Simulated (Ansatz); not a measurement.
CH$_{4}$AlNOSi (`[OH][Al]1[CH]=N[SiH2]1`), one more setting.

```yaml
crystal:
  periodic: [false, false, false]
  atoms:
    - {symbol: O, position_ang: [-0.831068, 2.176575, -1.389775]}
    - {symbol: Al, position_ang: [-0.270005, 0.831727, -0.532160]}
    - {symbol: C, position_ang: [1.528807, 0.116067, -0.041372]}
    - {symbol: N, position_ang: [1.220097, -0.940331, 0.612104]}
    - {symbol: Si, position_ang: [-0.545943, -1.212938, 0.742007]}
    - {symbol: H, position_ang: [-1.742379, 2.409779, -1.558232]}
    - {symbol: H, position_ang: [2.590696, 0.361360, -0.169681]}
    - {symbol: H, position_ang: [-0.954004, -1.259215, 2.173950]}
    - {symbol: H, position_ang: [-0.907600, -2.529425, 0.146058]}
basis:
  gaussian: {orbitals: cc-pVTZ-DK}
hamiltonian: {xc: {name: LC-wPBE}, pseudopotentials: {relativity: none}}
```

```sh
$ ansatz run in.yaml --threads 2 --pin off --events-out ev --progress --plain --max-ram 4352MiB
```

Shortened log:

```
Functional definition: LC-wPBE
1289 factors; their error is unknown
420 factors; integrals over basis functions are off by at most 2.6e-5 eV
mean field evaluation 1: about -19094.7356 eV, gradient 6.6e1 eV
mean field evaluation 2: about -19092.5390 eV, gradient 7.7e1 eV
mean field evaluation 4: about -19102.5127 eV, gradient 2.8e0 eV
mean field evaluation 8: about -19102.5376 eV, gradient 1.3e-1 eV
mean field evaluation 16: about -19102.4919 eV, gradient 2.0e-4 eV
mean field -19102.49188096 eV, -702.0036284912 hartree, gradient 5.0e-5 eV, S^2 0.000000; 0 other end points of the search recorded, 0 dependent functions left out
reference -19102.49188097 eV, -702.0036284915 hartree; 26, 26 occupied and 188, 188 virtual orbitals, 1289 factors
WARN: the results are in doubt because the basis set is contracted for relativity, which is off
Total energy: -19102.49188097 eV, -702.0036284915 hartree
In doubt: the basis set is contracted for relativity, which is off
```

Hardware: 2 threads of an Intel Xeon on a shared host. Wall time 3.2 s, peak host memory 0.38 GiB.
